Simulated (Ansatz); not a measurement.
The first iterations of a band of CH₅ClMgO (9 atoms, charge 0, multiplicity 1).

Computed with RKS B3LYP-D4/def2-SVPD in Ansatz 0.2.0.

```
movable images  : 5
climbing image  : yes
spring          : 5.0 eV/Å²
optimiser       : quadratic models (default)
start path      : through a guess of the saddle point
force threshold : 0.2 eV/Å
iteration limit : 60
end points      : relaxed
```

Image 0:

```xyz
9
Properties=species:S:1:pos:R:3
Mg -0.602 0.268 0.271
O -0.067 0.969 -1.623
C 0.629 -1.133 1.212
H -0.750 1.606 -1.891
Cl -2.434 1.638 0.137
H 0.605 0.887 -2.308
H 0.080 -2.050 1.486
H 1.471 -1.445 0.570
H 1.069 -0.741 2.145
```

Image 6:

```xyz
9
Properties=species:S:1:pos:R:3
Mg -0.657 0.193 0.227
O -0.001 1.072 -1.550
C 0.613 -1.155 1.197
H -0.713 1.660 -1.853
Cl -2.592 1.395 -0.026
H 0.747 1.102 -2.157
H 0.078 -1.794 1.919
H 1.113 -1.832 0.483
H 1.412 -0.642 1.760
```

| iteration | highest image above the first end (eV) | largest band force component (eV/Å) |
| --- | --- | --- |
| 1 | 1.606 | 7.876 |
| 2 | 0.693 | 2.052 |
| 3 | 0.513 | 1.529 |
| 4 | 0.245 | 1.056 |
| 5 | 0.115 | 0.585 |
| 6 | 0.111 | 1.766 |
| 7 | 0.038 | 0.357 |
| 8 | 0.027 | 0.506 |

**Question.** Does the band converge within its limit, and where does its top end?

**Answer.** The forces met the threshold. It ended after 25 iterations with the highest image 0.004 eV above the first end. The threshold of 0.2 eV/Å is loose, so the images may lie well off the minimum-energy path. The top lies less than 8 meV above the higher end, about what the thresholds resolve: the motion is nearly free. The order of the stationary point at the top wasn't checked.

Time of the run: 6.6 min on 4 threads of Arm Neoverse N1, on a shared host, peak memory 0.33 GiB.
